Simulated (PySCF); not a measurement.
C6H8F2O: full NMR table

```
Formula                               : C6H8F2O
SMILES                                : C=C(F)[C@@H](F)[C@H](C)C=O
InChI                                 : InChI=1S/C6H8F2O/c1-4(3-9)6(8)5(2)7/h3-4,6H,2H2,1H3/t4-,6+/m1/s1
Point group of the computed structure : C1
Degrees of unsaturation               : 2
Carbon signals                        : 6
Proton signals                        : 6
```

Molfile (atoms numbered from 1):
```
C6H8F2O
     RDKit          3D

 17 16  0  0  0  0  0  0  0  0999 V2000
    2.5515    0.3889    0.1374 C   0  0  0  0  0  0  0  0  0  0  0  0
    1.5757   -0.2426   -0.4824 C   0  0  0  0  0  0  0  0  0  0  0  0
    1.5764   -0.3771   -1.8274 F   0  0  0  0  0  0  0  0  0  0  0  0
    0.3617   -0.8862    0.1301 C   0  0  1  0  0  0  0  0  0  0  0  0
    0.4953   -0.8980    1.4979 F   0  0  0  0  0  0  0  0  0  0  0  0
   -0.9371   -0.1486   -0.2635 C   0  0  2  0  0  0  0  0  0  0  0  0
   -0.9239    1.2974    0.2263 C   0  0  0  0  0  0  0  0  0  0  0  0
   -2.0999   -0.8986    0.3486 C   0  0  0  0  0  0  0  0  0  0  0  0
   -2.8527   -1.6029   -0.2581 O   0  0  0  0  0  0  0  0  0  0  0  0
    3.3798    0.8044   -0.4070 H   0  0  0  0  0  0  0  0  0  0  0  0
    2.5388    0.4898    1.2059 H   0  0  0  0  0  0  0  0  0  0  0  0
    0.3044   -1.9364   -0.1908 H   0  0  0  0  0  0  0  0  0  0  0  0
   -1.0199   -0.1921   -1.3537 H   0  0  0  0  0  0  0  0  0  0  0  0
   -0.1077    1.8466   -0.2365 H   0  0  0  0  0  0  0  0  0  0  0  0
   -0.7948    1.3287    1.3058 H   0  0  0  0  0  0  0  0  0  0  0  0
   -1.8606    1.7858   -0.0301 H   0  0  0  0  0  0  0  0  0  0  0  0
   -2.1938   -0.7472    1.4395 H   0  0  0  0  0  0  0  0  0  0  0  0
  1  2  2  0
  2  3  1  0
  2  4  1  0
  4  5  1  0
  4  6  1  0
  6  7  1  0
  6  8  1  0
  8  9  2  0
  1 10  1  0
  1 11  1  0
  4 12  1  6
  6 13  1  6
  7 14  1  0
  7 15  1  0
  7 16  1  0
  8 17  1  0
M  END
```

- geometry: GFN2-xTB
- PBE0/pcSseg-1 with gauge-including orbitals
- code: PySCF 2.14.0 with density-fitted response routines
- non-relativistic Hamiltonian, gas phase, rapidly exchanging positions averaged, a single conformation

δ = σ(ref) − σ, references computed at the same level: TMS for ¹H (31.72 ppm) and ¹³C (186.93 ppm); ¹⁹F (170.95 ppm) against CFCl3; ¹⁷O (336.08 ppm) against H2O.

| carbon | δC, type | δH (multiplicity) | HMBC from (2–3 bonds) | span of the C tensor (ppm) |
| --- | --- | --- | --- | --- |
| C1 | 98.7, CH2 | H10 5.35 (m); H11 5.10 (m) | H12 | 191 |
| C2 | 172.1, C | – | H12, H10, H11, H13 | 162 |
| C4 | 94.1, CH | 5.38 (m) | H17, H10, H11, H13, H14/H15/H16 | 70 |
| C6 | 51.4, CH | 2.29 (m) | H17, H12, H14/H15/H16 | 34 |
| C7 | 8.5, CH3 | 1.34 (d) | H17, H12, H13 | 12 |
| C8 | 210.0, CH | 10.04 (m) | H12, H13, H14/H15/H16 | 205 |

Other nuclei:
```csv
atoms,nucleus,environment,δ (ppm),σ (ppm)
F3,¹⁹F,vinylic fluorine,-114.1,285.0
F5,¹⁹F,fluorine on an sp3 carbon,-238.3,409.3
O9,¹⁷O,aldehyde oxygen,720.0,-384.0
```

- Carbon types of the structure: 1 × C, 3 × CH, 1 × CH2, 1 × CH3, which accounts for all hydrogens.
- δC 210.0: aldehyde carbonyl carbon; the double bond to the heteroatom, with no lone-pair donor beside it, deshields it most.
- δC 172.1: fully substituted alkene carbon.
- δC 98.7: terminal =CH2 carbon.
- δC 94.1: allylic sp3 CH bonded to F; pulled downfield by the heteroatom.
- δH 10.04: hydrogen on an aldehyde carbonyl carbon; deshielded by the polar, anisotropic C=O bond.

Splittings by ¹⁹F in the carbon and heteronuclear signals aren't shown, as no couplings were computed. Shifts are as computed. Against solution values, carbons near 30 ppm lie about +3 ppm off and those near 130 ppm about +5 ppm. Of 1211 compounds with measured shifts, 218 miss one by over three times the rms of a fit or turn the order of signals round; such compounds aren't used in these exercises. Unscaled 19F shifts against computed CFCl3 carry errors that often reach 10 to 50 ppm. Unscaled 17O shifts of doubly bonded oxygen tend to come out too high, by tens of ppm or more. Experimental scales use liquid or dissolved standards, which lie at an offset from isolated H2O (liquid H2O: subtract about 36 ppm). Multiplicities follow the n + 1 count of equivalent neighbours, as no J values were calculated; m marks all less simple cases, F and P coupling included.
